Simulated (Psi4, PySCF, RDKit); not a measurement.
Torsional profile of SMILES C=CC[SiH2]Cl, singlet. Scanned: dihedral C1–C2–C3–Si4; all other coordinates were relaxed at GFN2-xTB. Points at φ and −φ are mirror images.

Atom numbering (GFN2-xTB optimised geometry, Å):
```
12

C     -1.8400    -0.4811     0.8596
C     -0.7630    -0.8344     0.1825
C     -0.0390     0.0468    -0.7751
Si     1.6354     0.6260    -0.0647
Cl     2.5270     1.8123    -1.4345
H     -2.2860     0.4934     0.7438
H     -2.3247    -1.1474     1.5521
H     -0.3351    -1.8188     0.3199
H     -0.6570     0.9138    -1.0170
H      0.1369    -0.4976    -1.7061
H      2.5143    -0.5151     0.1840
H      1.4312     1.4021     1.1554
```

Computed with: MMFF94 // GFN2-xTB (RDKit); PBE/def2-TZVP // GFN2-xTB (Psi4); RKS-LDA (SVWN5)/6-31G* = restricted LDA (SVWN5)/6-31G*, spherical d, density fitting // GFN2-xTB (PySCF); UFF // GFN2-xTB (RDKit); B3LYP-D3(BJ)/def2-TZVP // GFN2-xTB (Psi4); MP2/cc-pVTZ = DF-MP2 (frozen core)/cc-pVTZ // GFN2-xTB in Psi4 1.11.

Energies in kJ/mol, each method relative to its own lowest point.

| φ / ° | MMFF94 | PBE/def2-TZVP | RKS-LDA (SVWN5)/6-31G* | UFF | B3LYP-D3(BJ)/def2-TZVP | MP2/cc-pVTZ |
|---|---|---|---|---|---|---|
| -165 | 8.2 | 13.6 | 15.7 | 2.8 | 14.1 | 14.2 |
| -150 | 4.9 | 9.0 | 10.3 | 5.2 | 9.5 | 9.5 |
| -135 | 1.5 | 4.4 | 5.1 | 4.6 | 4.8 | 4.8 |
| -120 | 0.0 | 1.3 | 1.6 | 3.4 | 1.5 | 1.5 |
| -105 | 1.3 | 0.0 | 0.0 | 2.6 | 0.0 | 0.0 |
| -90 | 5.0 | 0.6 | 0.2 | 1.8 | 0.3 | 0.3 |
| -75 | 9.6 | 2.8 | 2.0 | 0.2 | 2.2 | 2.3 |
| -60 | 13.7 | 6.2 | 5.3 | 0.8 | 5.4 | 5.7 |
| -45 | 17.6 | 9.5 | 8.8 | 7.8 | 8.5 | 8.8 |
| -30 | 19.8 | 10.2 | 9.6 | 16.4 | 9.2 | 9.4 |
| -15 | 19.8 | 9.6 | 9.0 | 21.3 | 8.6 | 8.7 |
| 0 | 19.5 | 9.3 | 8.6 | 22.7 | 8.2 | 8.3 |
| 15 | 19.8 | 9.6 | 9.0 | 21.3 | 8.6 | 8.7 |
| 30 | 19.8 | 10.2 | 9.6 | 16.4 | 9.2 | 9.4 |
| 45 | 17.6 | 9.5 | 8.8 | 7.8 | 8.5 | 8.8 |
| 60 | 13.7 | 6.2 | 5.3 | 0.8 | 5.4 | 5.7 |
| 75 | 9.6 | 2.8 | 2.0 | 0.2 | 2.2 | 2.3 |
| 90 | 5.0 | 0.6 | 0.2 | 1.8 | 0.3 | 0.3 |
| 105 | 1.3 | 0.0 | 0.0 | 2.6 | 0.0 | 0.0 |
| 120 | 0.0 | 1.3 | 1.6 | 3.4 | 1.5 | 1.5 |
| 135 | 1.5 | 4.4 | 5.1 | 4.6 | 4.8 | 4.8 |
| 150 | 4.9 | 9.0 | 10.3 | 5.2 | 9.5 | 9.5 |
| 165 | 8.2 | 13.6 | 15.7 | 2.8 | 14.1 | 14.2 |
| 180 | 9.6 | 15.7 | 18.3 | 0.0 | 16.2 | 16.3 |

Root-mean-square difference from the MP2/cc-pVTZ profile, itself a level with limits, after the best constant shift (kJ/mol): MMFF94 6.3, PBE/def2-TZVP 0.5, RKS-LDA (SVWN5)/6-31G* 0.6, UFF 7.3, B3LYP-D3(BJ)/def2-TZVP 0.1.

MMFF94 has few fitted parameters for silicon.
